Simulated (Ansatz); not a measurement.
Species: C3H4Cl, charge -1, multiplicity 1. It need not be the lowest isomer of its formula. Whether it binds its extra electron was not tested at this geometry. SMILES: C=C[CH-]Cl
Geometry from a B3LYP-D3(BJ)/def2-TZVP (Ansatz, a quantum-chemistry and plane-wave program) optimisation:
```xyz
8

C     -2.2892     0.1729    -0.7940
C     -1.1310     0.1060    -0.0487
C      0.1736     0.4797    -0.3775
Cl     1.5162    -0.3187     0.5824
H     -2.2856     0.5053    -1.8279
H     -3.2564     0.0452    -0.3227
H     -1.2504    -0.2343     0.9817
H      0.4968     0.5503    -1.4099
```
Charge -1, spin multiplicity 1.

Parts of the frozen-core correlation energy in 6-31G* (Ansatz, hartree). Frozen orbitals: 8; correlated occupied orbitals by spin: 12 and 12; virtual: 52 and 52. Spin-orbit coupling is left out. Non-relativistic.

| term | value |
|---|---|
| reference (HF) | -575.32087 |
| MP2 opposite-spin | [?] |
| MP2 same-spin | -0.13106 |
| CCSD correlation | [?] |
| (T) | [?] |
| T1 diagnostic | 0.015 |
| largest doubles amplitude | 0.070 |

**Question.** Some entries are withheld; supply them.

**Answer.** 
- MP2 opposite-spin, value: -0.38673
- CCSD correlation, value: -0.55738
- (T), value: -0.02013
